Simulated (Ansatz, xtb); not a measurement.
Isomers of C4H8OSe in order of energy

9 gas-phase structures of C4H8OSe, from a drawn sample of its isomers (lower ones may exist). Each was relaxed with GFN2-xTB; where two conformers were screened, the lower at r2SCAN-D4/def2-SVP//GFN2-xTB is listed:

A. `CO[C@@H]1CC[Se]1`, a singlet
B. `C[C@H]([SeH])CC=O`, a singlet
C. `[SeH][C@@H]1CCOC1`, a singlet
D. `CC[Se]CC=O`, a singlet
E. `C=C(C[SeH])OC`, a singlet
F. `C[Se]CC(C)=O`, a singlet
G. `CC(=O)CC[SeH]`, a singlet
H. `CC[C@H]([SeH])C=O`, a singlet
I. `[SeH]CC1COC1`, a singlet

**Question.** Make a reasoned guess at their ranking by r2SCAN-D4/def2-SVP//GFN2-xTB single-point energy.

**Answer.** Calculated order at r2SCAN-D4/def2-SVP//GFN2-xTB: G (0.000), F (0.024), H (0.223), D (0.312), B (0.369), C (0.468), A (0.939), E (0.976), I (1.317) eV. Less than 1 kcal/mol parts G and F; A and E, so the order within those pairs means little.

Energies above the lowest of each column, in eV; the last columns are at r2SCAN-D4/def2-SVP geometries and were run for some of them only (a dash: not run or not comparable):

```json
{"structure": "G", "GFN2-xTB": "0.195", "HF/STO-3G": "0.984", "r2SCAN-D4/def2-SVP//GFN2-xTB": "0.000", "r2SCAN-D4/def2-SVP": "0.000", "CCSD(T)/def2-SVP + ΔMP2/def2-TZVPP": "0.019"}
{"structure": "F", "GFN2-xTB": "0.289", "HF/STO-3G": "0.833", "r2SCAN-D4/def2-SVP//GFN2-xTB": "0.024", "r2SCAN-D4/def2-SVP": "0.073", "CCSD(T)/def2-SVP + ΔMP2/def2-TZVPP": "0.000"}
{"structure": "H", "GFN2-xTB": "0.566", "HF/STO-3G": "1.285", "r2SCAN-D4/def2-SVP//GFN2-xTB": "0.223", "r2SCAN-D4/def2-SVP": "0.253", "CCSD(T)/def2-SVP + ΔMP2/def2-TZVPP": "0.245"}
{"structure": "D", "GFN2-xTB": "0.691", "HF/STO-3G": "1.189", "r2SCAN-D4/def2-SVP//GFN2-xTB": "0.312", "r2SCAN-D4/def2-SVP": "0.355", "CCSD(T)/def2-SVP + ΔMP2/def2-TZVPP": "0.258"}
{"structure": "B", "GFN2-xTB": "0.604", "HF/STO-3G": "1.261", "r2SCAN-D4/def2-SVP//GFN2-xTB": "0.369", "r2SCAN-D4/def2-SVP": "0.417", "CCSD(T)/def2-SVP + ΔMP2/def2-TZVPP": "0.340"}
{"structure": "C", "GFN2-xTB": "0.000", "HF/STO-3G": "0.000", "r2SCAN-D4/def2-SVP//GFN2-xTB": "0.468", "r2SCAN-D4/def2-SVP": "0.523", "CCSD(T)/def2-SVP + ΔMP2/def2-TZVPP": "–"}
{"structure": "A", "GFN2-xTB": "0.364", "HF/STO-3G": "0.672", "r2SCAN-D4/def2-SVP//GFN2-xTB": "0.939", "r2SCAN-D4/def2-SVP": "–", "CCSD(T)/def2-SVP + ΔMP2/def2-TZVPP": "–"}
{"structure": "E", "GFN2-xTB": "0.757", "HF/STO-3G": "1.802", "r2SCAN-D4/def2-SVP//GFN2-xTB": "0.976", "r2SCAN-D4/def2-SVP": "–", "CCSD(T)/def2-SVP + ΔMP2/def2-TZVPP": "–"}
{"structure": "I", "GFN2-xTB": "0.740", "HF/STO-3G": "0.927", "r2SCAN-D4/def2-SVP//GFN2-xTB": "1.317", "r2SCAN-D4/def2-SVP": "–", "CCSD(T)/def2-SVP + ΔMP2/def2-TZVPP": "–"}
```

CCSD(T)/def2-SVP + ΔMP2/def2-TZVPP puts F lowest of those it was run on, with G within 1 kcal/mol; GFN2-xTB picks C, HF/STO-3G picks C. CCSD(T)/def2-SVP + ΔMP2/def2-TZVPP orders those it was run on as F (0.000), G (0.019), H (0.245), D (0.258), B (0.340) eV. Less than 1 kcal/mol parts F and G; H and D, so the order within those pairs means little. Flexible structures stand in one conformer each, not always the lowest. Frequencies (GFN2-xTB) were run for B, D, F, G, H alone. The ΔMP2 step shifts differences by up to 0.199 eV, which makes them less sure. ΔMP2 is the change of the MP2 energy from the smaller to the larger basis.

Over these structures GFN2-xTB departs from r2SCAN-D4/def2-SVP//GFN2-xTB by 0.367 eV on average once a common shift is removed. A GFN2-xTB relaxation took about 0.14 s and the r2SCAN-D4/def2-SVP//GFN2-xTB energy about 1.9 s on a shared host (Ansatz 0.2.0, xtb 6.7.1).
